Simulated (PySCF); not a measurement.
GeH5Si, SMILES [SiH2][GeH3] (connectivity only; charge and spin as stated), charge +1, multiplicity 1.

Geometry optimised at B3LYP-D3(BJ)/def2-TZVP. The multiplicity is an assumed one; other spin states were not compared. The isomer is the one that the SMILES or the coordinates give; other isomers of the formula were not compared.

These are PySCF with PBE/def2-TZVPD values and carry that method's errors.

Isolated molecule, no solvent.

- total energy: -2368.69319 hartree
- point group: Cs
- highest occupied level: -13.33 eV
- lowest empty level: -10.19 eV
- orbital gap: 3.14 eV
- dipole moment about the centre of nuclear charge: 3.78 D
- mean static polarisability: 56.7 bohr³ (8.40 Å³)
- polarisability, principal values: 45.1, 50.6, 74.3 bohr³
